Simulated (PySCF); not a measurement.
A calculated (r2SCAN0, PySCF 2.14, def2-TZVPPD, no relativity, point nucleus) atom or ion has these occupied shells.

```
shell  electrons  orbital energy (eV)  rms radius, mean of both spins (bohr)
 1s β          1              -3979.3                                 0.0896
 1s α          1              -3979.2                                 0.0896
 2s α          1              -430.29                                  0.397
 2s β          1              -430.17                                  0.397
 2p α          3              -349.87                                  0.364
 2p β          3              -349.77                                  0.364
 3s α          1              -54.918                                   1.26
 3s β          1              -54.294                                   1.26
 3p α          3              -34.511                                   1.40
 3p β          3              -33.764                                   1.40
 3d α          1               -7.228                                   2.84
```

(1) Name the element and its charge.

Results:

(1) Ca⁺ (calcium, charge +1), in [Ar] 3d1, 2D determinant (an excited configuration).
